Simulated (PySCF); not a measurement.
SMILES CS[SiH2]O[SiH3] (CH8OSSi2) (GFN2-xTB optimised geometry):

```
13

C      1.357    -2.493    -0.008
S      1.077    -0.692     0.000
Si    -1.060    -0.692     0.000
O     -1.572     0.828     0.000
Si    -1.492     2.445     0.180
H      0.934    -2.924    -0.910
H      2.431    -2.647     0.008
H      0.904    -2.938     0.871
H     -1.546    -1.301    -1.231
H     -1.531    -1.337     1.220
H     -1.925     2.710     1.549
H     -0.119     2.875    -0.060
H     -2.431     2.938    -0.823
```

Calculation: B3LYP/def2-TZVP in PySCF 2.14.0.

What are the frontier orbital energies and the dipole moment?

HOMO-2 -8.48 eV, HOMO-1 -8.05 eV, HOMO -6.57 eV, LUMO -0.57 eV, LUMO+1 0.41 eV; dipole moment 0.95 D.

Meta-Löwdin charges at B3LYP/def2-TZVP: C1 -0.39, S2 -0.21, Si3 0.89, O4 -0.84, Si5 0.80, H6 0.12, H7 0.14, H8 0.12, H9 -0.14, H10 -0.14, H11 -0.12, H12 -0.12, H13 -0.12.
